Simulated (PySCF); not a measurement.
Spectra and structures to be paired. Method used: TDDFT B3LYP/def2-SVPD, vertical, gas phase, core orbitals frozen in the response (PySCF). Geometries: GFN2-xTB; one conformer of each isolated species. Triplets are in the Tamm–Dancoff approximation.

A. `O=C[SiH2]S`
B. `C#CCNC(=O)C[SiH3]`
C. `CO/C(C#N)=C/[SiH2]C`
D. `C([C@H]1C[Si@@H](C1)N=C)=O`
E. `O=C(O)C[Si@H](O)[SiH2]S`

Lowest singlet levels (six at most, fewer where fewer were computed) with oscillator strengths:

1. 227 nm (f 0.261); 205 nm (f 0.001); 196 nm (f 0.001); 190 nm (f 0.014); 186 nm (f 0.004); 184 nm (f 0.000); T1 3.50 eV
2. 219 nm (f 0.003); 199 nm (f 0.041); 195 nm (f 0.003); 190 nm (f 0.001); 185 nm (f 0.053); 181 nm (f 0.056); T1 5.22 eV
3. 368 nm (f 0.000); 298 nm (f 0.002); 219 nm (f 0.017); 211 nm (f 0.020); 207 nm (f 0.000); 203 nm (f 0.009); T1 2.70 eV
4. 249 nm (f 0.005); 222 nm (f 0.012); 218 nm (f 0.018); 211 nm (f 0.005); 205 nm (f 0.005); 201 nm (f 0.014); T1 4.76 eV
5. 316 nm (f 0.000); 288 nm (f 0.000); 241 nm (f 0.003); 230 nm (f 0.001); 221 nm (f 0.133); 216 nm (f 0.003); T1 3.37 eV

Question: Which spectrum belongs to which structure?

Answer: 1 = C, 2 = B, 3 = A, 4 = E, 5 = D.
- A: S1 at 3.37 eV, HOMO-1→LUMO (99%); Löwdin shares by element: HOMO sulfur 77%, silicon 11%, hydrogen 7% or more; LUMO carbon 42%, oxygen 35%, silicon 11%, hydrogen 6% or more; HOMO -7.28 and LUMO -2.25 eV; point group Cs, 2 of its 6 listed states under f = 0.0005.
- B: S1 at 5.67 eV, HOMO→LUMO+1 (60%), HOMO→LUMO (20%); Löwdin shares by element: HOMO oxygen 59%, carbon 16% or more, nitrogen 7% (atoms not listed hold the other 18%); LUMO hydrogen 19% or more, silicon 17%, carbon 9% or more (atoms not listed hold the other 55%); HOMO -7.22 and LUMO -0.18 eV.
- C: S1 at 5.46 eV, HOMO→LUMO (95%); Löwdin shares by element: HOMO carbon 50% or more, oxygen 22%, nitrogen 6% (atoms not listed hold the other 22%); LUMO carbon 60% or more, nitrogen 17% (atoms not listed hold the other 23%); HOMO -7.31 and LUMO -1.66 eV.
- D: S1 at 3.92 eV, HOMO→LUMO (93%); Löwdin shares by element: HOMO nitrogen 56%, carbon 16% or more, silicon 9%, hydrogen 6% or more; LUMO carbon 36% or more, nitrogen 27%, silicon 7%, hydrogen 5% or more (atoms not listed hold the other 25%); HOMO -6.97 and LUMO -1.48 eV.
- E: S1 at 4.98 eV, HOMO→LUMO (91%); Löwdin shares by element: HOMO sulfur 76%, silicon 11% or more, hydrogen 7% or more; LUMO silicon 36%, carbon 12% or more, oxygen 11% or more (atoms not listed hold the other 42%); HOMO -7.08 and LUMO -1.22 eV.
